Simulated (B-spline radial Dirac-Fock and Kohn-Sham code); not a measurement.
# K-line shifts caused by a second vacancy in Ru⁴⁺

System: the Ru⁴⁺ ion, [Kr] 4d4, inside a Watson sphere of charge -4 and radius 1.8 Å (a model of the Madelung potential; inside it an electron's potential energy is raised by 32.0 eV).

These are calculated numbers from a radial atomic solver; the model is Dirac-Fock (average of configuration) total-energy differences with a finite nucleus, the Breit interaction including its frequency dependence, and self-energy and vacuum-polarisation corrections. Each two-hole energy is an average over J within one jj subconfiguration, not an observable level; in light atoms, where LS coupling holds, the j-resolved values are not observed lines, and for a K spectator the Kα1 hypersatellite is nearly forbidden. Electron correlation is not included.

Lines without a spectator: Kα2 (K-L2) 19148.3 eV, Kα1 (K-L3) 19277.3 eV, Kβ3 (K-M2) 21631.2 eV, Kβ1 (K-M3) 21653.7 eV. Shifts in eV with one spectator hole (a dash: not computed, or left out as unreliable):

```csv
spectator hole,Kα2,Kα1,Kβ3,Kβ1
L2 (2p1/2),+52.5,+65.5,–,+141.4
L3 (2p3/2),+53.6,+53.0,+128.5,–
M2 (3p1/2),–,+6.79,+15.95,+19.54
M3 (3p3/2),+5.29,–,+17.11,+16.53
M4 (3d3/2),+0.57,-1.61,–,–
M5 (3d5/2),-1.94,-0.41,–,–
```

Q: Where does the K-L3 hypersatellite lie, emitted when both K electrons are missing?

A: +505.6 eV from the normal line, at 19782.9 eV. Removing both K electrons costs 44988.8 eV, which is 686.3 eV more than twice the K binding energy.

With n spectator holes in 2p, averaged over the 2p shell (energies in eV):

```csv
n,KαLⁿ,step,hypersatellite KαʰLⁿ
0,19234.3,–,19735.8
1,19290.8,+56.5,19793.7
2,19348.5,+57.7,19852.8
3,19407.5,+59.0,19913.2
4,19467.7,+60.2,19974.8
5,19529.1,+61.4,20037.6
```
